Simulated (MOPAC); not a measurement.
MOPAC input (PM7):

```
PM7 PRECISE GNORM=0.05 LET XYZ CHARGE=1 GEO-OK AUX(PRECISION=9) THREADS=1
H5F2N2Si

N     1.25612400 1    1.01170500 1   -0.60918700 1
Si    0.17620500 1   -0.04951700 1    0.04728500 1
N    -1.58869800 1    0.41172000 1   -0.40224400 1
F     0.20639400 1   -1.49213500 1   -0.55440800 1
F     0.04773100 1    0.00476800 1    1.60441000 1
H     1.65559300 1    1.78007300 1   -0.08887400 1
H     1.75684400 1    0.82481800 1   -1.46653300 1
H    -1.83725000 1    1.34547000 1   -0.06516200 1
H    -1.73806800 1    0.40974500 1   -1.41465600 1
H    -2.26309500 1   -0.24453100 1    0.00322800 1
```

Output:

```
 *******************************************************************************
 **                                                                           **
 **                              MOPAC v23.2.5                                **
 **                                                                           **
 *******************************************************************************
 ** MOPAC's Digital Object Identifier: https://doi.org/10.5281/zenodo.6511958 **
 **                                                                           **
 ** Please cite the open-source release paper for use of this MOPAC version:  **
 ** J. E. Moussa and J. J. P. Stewart (2026)                                  **
 ** MOPAC: An open-source semiempirical molecular orbital program             **
 ** J. Open Source Softw., 11(119), 8025, https://doi.org/10.21105/joss.08025 **
 *******************************************************************************

                              PM7 CALCULATION RESULTS

 *******************************************************************************
 *  PM7        - The PM7 Hamiltonian to be used
 *  GEO-OK     - OVERRIDE INTERATOMIC DISTANCE AND OTHER SAFETY CHECKS
 *
 *
 *
 *                 CHARGE ON SYSTEM = +1
 *
 *
 *
 *  LET        - OVERRIDE SOME SAFETY CHECKS
 *  PRECISE    - TIGHTER CRITERIA TO BE USED
 *  XYZ        - CARTESIAN COORDINATE SYSTEM TO BE USED
 *  GNORM      - EXIT WHEN GRADIENT NORM DROPS BELOW 0.050
 *  AUX        - OUTPUT AUXILIARY INFORMATION
 *******************************************************************************
PM7 PRECISE GNORM=0.05 LET XYZ CHARGE=1 GEO-OK AUX(PRECISION=9) THREADS=1
 H5F2N2Si

   ATOM   CHEMICAL          X               Y               Z
  NUMBER   SYMBOL      (ANGSTROMS)     (ANGSTROMS)     (ANGSTROMS)

     1       N          1.25612400  *   1.01170500  *  -0.60918700  *
     2      Si          0.17620500  *  -0.04951700  *   0.04728500  *
     3       N         -1.58869800  *   0.41172000  *  -0.40224400  *
     4       F          0.20639400  *  -1.49213500  *  -0.55440800  *
     5       F          0.04773100  *   0.00476800  *   1.60441000  *
     6       H          1.65559300  *   1.78007300  *  -0.08887400  *
     7       H          1.75684400  *   0.82481800  *  -1.46653300  *
     8       H         -1.83725000  *   1.34547000  *  -0.06516200  *
     9       H         -1.73806800  *   0.40974500  *  -1.41465600  *
    10       H         -2.26309500  *  -0.24453100  *   0.00322800  *

          CARTESIAN COORDINATES

    NO.       ATOM           X           Y           Z

     1         N          1.2561      1.0117     -0.6092
     2        Si          0.1762     -0.0495      0.0473
     3         N         -1.5887      0.4117     -0.4022
     4         F          0.2064     -1.4921     -0.5544
     5         F          0.0477      0.0048      1.6044
     6         H          1.6556      1.7801     -0.0889
     7         H          1.7568      0.8248     -1.4665
     8         H         -1.8373      1.3455     -0.0652
     9         H         -1.7381      0.4097     -1.4147
    10         H         -2.2631     -0.2445      0.0032

 General Reference for PM7:
 "Optimization of Parameters for Semiempirical Methods VI: More Modifications to the
 NDDO Approximations and Re-optimization of Parameters", J. J. P. Stewart, J. Mol. Mod., 1:32, 19 (2013)
 https://link.springer.com/article/10.1007/s00894-012-1667-x

           Empirical Formula: H5 N2 Si F2  =    10 atoms

      MOLECULAR POINT GROUP   :   Cs

      RHF CALCULATION, NO. OF DOUBLY OCCUPIED LEVELS = 16

          Geometry optimization using EF

          DIAGONAL MATRIX USED AS START HESSIAN

 CYCLE:     1  GRAD.:    60.140 HEAT: -49.17808
 CYCLE:     2  GRAD.:   214.523 HEAT: -37.26861
 CYCLE:     3  GRAD.:    78.345 HEAT: -46.79829
 CYCLE:     4  GRAD.:    59.606 HEAT: -49.93492
 CYCLE:     5  GRAD.:    74.335 HEAT: -49.86475
 CYCLE:     6  GRAD.:    90.336 HEAT: -47.50085
 CYCLE:     7  GRAD.:    31.473 HEAT: -51.48349
 CYCLE:     8  GRAD.:    92.126 HEAT: -48.29969
 CYCLE:     9  GRAD.:    20.648 HEAT: -51.75861
 CYCLE:    10  GRAD.:    56.356 HEAT: -50.30425
 CYCLE:    11  GRAD.:    40.989 HEAT: -51.54498
 CYCLE:    12  GRAD.:   198.163 HEAT: -38.10635
 CYCLE:    13  GRAD.:     5.937 HEAT: -51.97915
 CYCLE:    14  GRAD.:    19.776 HEAT: -51.84085
 CYCLE:    15  GRAD.:     1.925 HEAT: -51.99483
 CYCLE:    16  GRAD.:     2.380 HEAT: -51.99421
 CYCLE:    17  GRAD.:     2.559 HEAT: -51.99444
 CYCLE:    18  GRAD.:     0.960 HEAT: -51.99657
 CYCLE:    19  GRAD.:     0.282 HEAT: -51.99715
 CYCLE:    20  GRAD.:     0.344 HEAT: -51.99750
 CYCLE:    21  GRAD.:     1.008 HEAT: -51.99819
 CYCLE:    22  GRAD.:     1.871 HEAT: -51.99686
 CYCLE:    23  GRAD.:     0.182 HEAT: -51.99867
 CYCLE:    24  GRAD.:     0.090 HEAT: -51.99871
 CYCLE:    25  GRAD.:     0.138 HEAT: -51.99873
 CYCLE:    26  GRAD.:     0.039 HEAT: -51.99874

     GRADIENT =  0.03855 IS LESS THAN CUTOFF =  0.05000

 -------------------------------------------------------------------------------
 PM7 PRECISE GNORM=0.05 LET XYZ CHARGE=1 GEO-OK AUX(PRECISION=9) THREADS=1
 H5F2N2Si

     GEOMETRY OPTIMISED USING EIGENVECTOR FOLLOWING (EF).
     SCF FIELD WAS ACHIEVED

                              PM7 CALCULATION
                                                       MOPAC v23.2.5 Linux

          FINAL HEAT OF FORMATION =        -51.99874 KCAL/MOL =    -217.56274 KJ/MOL

          COSMO AREA              =        113.80 SQUARE ANGSTROMS
          COSMO VOLUME            =        100.72 CUBIC ANGSTROMS

          GRADIENT NORM           =          0.03855          =       0.01219 PER ATOM
          IONIZATION POTENTIAL    =         15.744608 EV
          HOMO LUMO ENERGIES (EV) =        -15.745 -5.909
          NO. OF FILLED LEVELS    =         16
          MOLECULAR WEIGHT        =         99.1352         POINT GROUP:  Cs

          MOLECULAR DIMENSIONS (Angstroms)

            Atom       Atom       Distance
            H    10    H     6     4.53955
            H     8    F     4     3.54594
            F     5    H     9     3.20238

          SCF CALCULATIONS        =         27

   ATOM   CHEMICAL          X               Y               Z
  NUMBER   SYMBOL      (ANGSTROMS)     (ANGSTROMS)     (ANGSTROMS)

     1       N          1.29585161  *   1.02438041  *  -0.61477922  *
     2      Si          0.17980624  *  -0.05722848  *   0.05298662  *
     3       N         -1.64350594  *   0.42182136  *  -0.41352058  *
     4       F          0.22222891  *  -1.49637938  *  -0.52607069  *
     5       F          0.06544773  *  -0.02233222  *   1.60021763  *
     6       H          1.70830288  *   1.80604619  *  -0.09925222  *
     7       H          1.80980543  *   0.84762515  *  -1.48167919  *
     8       H         -1.90502190  *   1.37120504  *  -0.07349008  *
     9       H         -1.80415199  *   0.42174712  *  -1.44284775  *
    10       H         -2.34337099  *  -0.23916421  *  -0.00676846  *

                             CARTESIAN COORDINATES

   1    N        1.295851606     1.024380409    -0.614779218
   2   Si        0.179806242    -0.057228484     0.052986622
   3    N       -1.643505941     0.421821358    -0.413520584
   4    F        0.222228910    -1.496379381    -0.526070694
   5    F        0.065447728    -0.022332216     1.600217630
   6    H        1.708302884     1.806046185    -0.099252218
   7    H        1.809805430     0.847625146    -1.481679194
   8    H       -1.905021901     1.371205036    -0.073490081
   9    H       -1.804151987     0.421747125    -1.442847750
  10    H       -2.343370995    -0.239164207    -0.006768461

           Empirical Formula: H5 N2 Si F2  =    10 atoms

      MOLECULAR POINT GROUP   :   Cs

                  EIGENVALUES
 -46.35382 -46.16765 -43.55361 -41.02634 -23.48594 -23.42306 -22.57028 -22.40815
 -21.97736 -21.76183 -20.72275 -20.45936 -20.08302 -19.92614 -19.56136 -15.74461
  -5.90860  -4.90772  -4.70526  -2.84702  -0.96677  -0.47870  -0.44434   1.27402
   1.65521  17.22606  17.38789  17.96412  18.41122  18.53618

              NET ATOMIC CHARGES AND DIPOLE CONTRIBUTIONS

  ATOM NO.   TYPE          CHARGE      No. of ELECS.   s-Pop       p-Pop       d-Pop
    1          N          -0.544105        5.5441     1.50292     4.04119
    2         Si           0.723639        3.2764     0.65845     2.22245     0.39546
    3          N          -0.349711        5.3497     1.49284     3.85688
    4          F          -0.197170        7.1972     1.91946     5.27771
    5          F          -0.197150        7.1972     1.91945     5.27770
    6          H           0.330860        0.6691     0.66914
    7          H           0.330852        0.6691     0.66915
    8          H           0.298771        0.7012     0.70123
    9          H           0.298771        0.7012     0.70123
   10          H           0.305244        0.6948     0.69476
 DIPOLE           X         Y         Z       TOTAL
 POINT-CHG.    -3.591     4.582    -3.441     6.763
 HYBRID        -0.281    -0.169     0.096     0.342
 SUM           -3.872     4.413    -3.345     6.757

          ATOMIC ORBITAL ELECTRON POPULATIONS

     Atom    s        px        py        pz      x^2-y^2     xz        z^2       yz        xy
    1  N   1.50292   1.41401   1.33334   1.29384
    2 Si   0.65845   0.79193   0.72213   0.70839   0.08900   0.06815   0.08432   0.08401   0.06999
    3  N   1.49284   1.35501   1.25195   1.24991
    4  F   1.91946   1.91808   1.50698   1.85265
    5  F   1.91945   1.91633   1.91339   1.44797
    6  H   0.66914
    7  H   0.66915
    8  H   0.70123
    9  H   0.70123
   10  H   0.69476

 **********************
 *                    *
 * JOB ENDED NORMALLY *
 *                    *
 **********************

 == MOPAC DONE ==
```

The dipole moment of an ion depends on the origin.

The geometry given is a B3LYP-D3(BJ)/def2-TZVP minimum.
